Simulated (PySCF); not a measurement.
Electric field gradients and quadrupole coupling constants

C₁₀H₁₈O.
Cartesian coordinates in Å at the PBE0-D3(BJ)/def2-SVP level; atoms count from 1:
```xyz
29
C10H18O angstrom
C     -1.0934    1.1142    2.0337
C     -1.2538    0.5083    0.8535
C     -2.1152    1.0404   -0.2559
C     -3.1644    0.0056   -0.6725
C     -2.5212   -1.3358   -1.0078
C     -1.6620   -1.8427    0.1456
C     -0.6004   -0.8203    0.5379
O      0.2754   -0.7062   -0.5640
C      1.4675    0.0232   -0.3440
C      1.9386    0.5056   -1.7009
C      2.5090   -0.8363    0.3572
H     -1.5915    2.0606    2.2650
H     -0.4605    0.6773    2.8129
H     -1.4689    1.2564   -1.1250
H     -2.5887    1.9875    0.0443
H     -3.8808   -0.1282    0.1575
H     -3.7443    0.3811   -1.5311
H     -3.2946   -2.0793   -1.2587
H     -1.8820   -1.2256   -1.8992
H     -2.2917   -2.0418    1.0292
H     -1.1583   -2.7847   -0.1224
H     -0.0552   -1.1782    1.4321
H      1.2417    0.9030    0.2904
H      2.8762    1.0744   -1.6149
H      1.1788    1.1497   -2.1667
H      2.1118   -0.3544   -2.3665
H      2.1441   -1.2030    1.3284
H      2.7605   -1.7093   -0.2649
H      3.4295   -0.2629    0.5444
```

Field gradients from the PBE0/pcSseg-1 density (PySCF, non-relativistic), principal values in atomic units, ordered |Vxx| ≤ |Vyy| ≤ |Vzz|:

| atom | Vxx | Vyy | Vzz |
| --- | --- | --- | --- |
| O8 | -0.0377 | -1.9148 | 1.9525 |

Q: Find the asymmetry η = (Vxx − Vyy)/Vzz and the couplings χ = eQV/h (234.96 MHz × Q in barn × V in au), with Q(17O) = −0.0256 b.

A: 
| atom | environment | nucleus | η | χzz (MHz) | χxx (MHz) | χyy (MHz) |
| --- | --- | --- | --- | --- | --- | --- |
| O8 | ether oxygen | 17O | 0.96 | -11.74 | 0.23 | 11.52 |

At O8 η is above 0.9: Vyy and Vzz are nearly equal in size and opposite in sign, so a small change could swap them and flip the sign of χzz. 

Q: What is Vzz at O8 in SI units (1 au = 9.71736 × 10²¹ V/m²)?

A: 1.9525 au = 18.973 × 10²¹ V/m².

Were the hydrogens deuterons (Q(2H) = 0.00286 b), χzz would run from 176 kHz (H23) to 206 kHz (H12 and H13).

The structure is a single PBE0-D3(BJ)/def2-SVP conformer in the gas phase; no vibrational or solvent corrections. The basis is small and wasn't made for field gradients, so the couplings can be 20 % off.
